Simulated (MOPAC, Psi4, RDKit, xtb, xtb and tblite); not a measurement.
Two geometries of SMILES COCCO[SiH3], singlet, relaxed at GFN2-xTB with one dihedral held; other torsions can differ between them too.

Structure A

```
16

C      2.1961    -0.7219     0.0147
O      0.9366    -0.2107     0.3727
C      0.5607     0.9060    -0.3922
C     -0.8029     1.3893     0.0952
O     -1.2535     2.4978    -0.6113
Si    -1.6268     2.6779    -2.1774
H      2.9851     0.0264     0.1594
H      2.3799    -1.5745     0.6647
H      2.2100    -1.0491    -1.0323
H      0.4916     0.6396    -1.4592
H      1.2983     1.7174    -0.2915
H     -0.7281     1.6743     1.1494
H     -1.5181     0.5627     0.0107
H     -0.4488     2.5855    -3.0476
H     -2.5877     1.6635    -2.6210
H     -2.1765     4.0211    -2.1207
```

Structure B

```
16

C      3.2528    -0.4881     0.0991
O      2.7203     0.8168     0.0627
C      1.5502     0.9381    -0.6955
C      0.3200     0.2475    -0.0529
O      0.4787     0.0328     1.3083
Si     0.6702     1.1214     2.4998
H      2.5800    -1.1845     0.6067
H      4.1861    -0.4196     0.6542
H      3.4554    -0.8551    -0.9150
H      1.3733     2.0156    -0.7508
H      1.6948     0.5472    -1.7132
H     -0.5712     0.8552    -0.2487
H      0.1666    -0.7397    -0.5062
H     -0.4988     2.0113     2.5430
H      1.8653     1.9510     2.3830
H      0.7102     0.1822     3.6111
```

Which is lower in energy at the level B3LYP-D3(BJ)/def2-TZVP // GFN2-xTB (Psi4), and by how much?

A is lower, by 14.33 kJ/mol (dihedral O2–C3–C4–O5: 180° in A, 20° in B).

E(B) − E(A) in kJ/mol at the other levels, on the same two geometries: GFN2-xTB (xtb and tblite) 4.43; MMFF94 // GFN2-xTB (RDKit) 29.98; B3LYP/def2-TZVP // GFN2-xTB (Psi4) 20.32; PBE/def2-TZVP // GFN2-xTB (Psi4) 17.29; PBE-D3(BJ)/def2-TZVP // GFN2-xTB (Psi4) 13.79; UFF // GFN2-xTB (RDKit) 15.46; AM1, restricted, heats of formation // GFN2-xTB (MOPAC) 9.90; PM6, restricted, heats of formation // GFN2-xTB (MOPAC) 5.33; GFN1-xTB // GFN2-xTB (xtb) 10.59.
